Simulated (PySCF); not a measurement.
Bond length, frequency and bond energy of SbCl⁺ by level of theory

State: ²Π (doublet), unpaired electrons π ↑. Set-up: PySCF, scalar-relativistic core potentials, basis sets Sb cc-pVDZ-PP with ECP28, Cl cc-pV(D+d)Z. De refers to Sb⁺ + Cl in their high-spin ground configurations, without counterpoise correction. The functionals are run spin-unrestricted. A positive dipole points towards Cl; it is taken about the centre of mass and depends on that origin.

```csv
Level,Re (Å),ωe (cm⁻¹),De (eV),μ (D),"CPU s a point (SCF and correlation, without the integrals)"
UHF,2.260,453,1.68,-2.69,0.09
UHF-MP2,2.265,449,2.94,n/a,0.16
UHF-SCS-MP2,2.270,444,2.81,n/a,n/a
UHF-CCSD,2.273,439,2.70,n/a,n/a
UHF-CCSD(T),2.282,429,2.86,n/a,4.3
PBE,2.290,419,3.77,-1.69,0.87
r²SCAN,2.273,433,3.56,-1.84,0.85
B3LYP,2.284,427,3.40,-1.93,0.66
PBE0,2.263,442,3.41,-1.97,0.85
MN15,2.254,449,3.40,-2.07,2.2
BHandHLYP,2.260,448,3.01,-2.22,0.54
ωB97X,2.249,459,3.48,-2.13,0.73
```

The bond length runs from 2.249 Å (ωB97X) to 2.290 Å (PBE). De spans 1.68 eV (UHF, mean field) to 3.77 eV (PBE, GGA). Correlation at CCSD(T) changes the Hartree–Fock bond energy by +1.18 eV; the triples alone change it by +0.16 eV.

Correlated steps freeze 9 core orbitals. Correlated levels converge slowly with the basis: in double zeta they bind strong bonds too weakly, by up to about 1 eV, and carry superposition errors of some tenths. These are scalar-relativistic numbers at best; spin–orbit coupling would shift them, the dissociation energy most. For an ion De counts to the pair picked by the measured ionisation energies or electron affinities, which need not be the lowest pair at this level. The state was picked by a PBE0 search and need not be the measured ground state.

The whole job (state search and all levels along the bond) took about 2.2 min on 1 thread of Arm Neoverse V2 (shared host), peak memory 0.52 GiB.
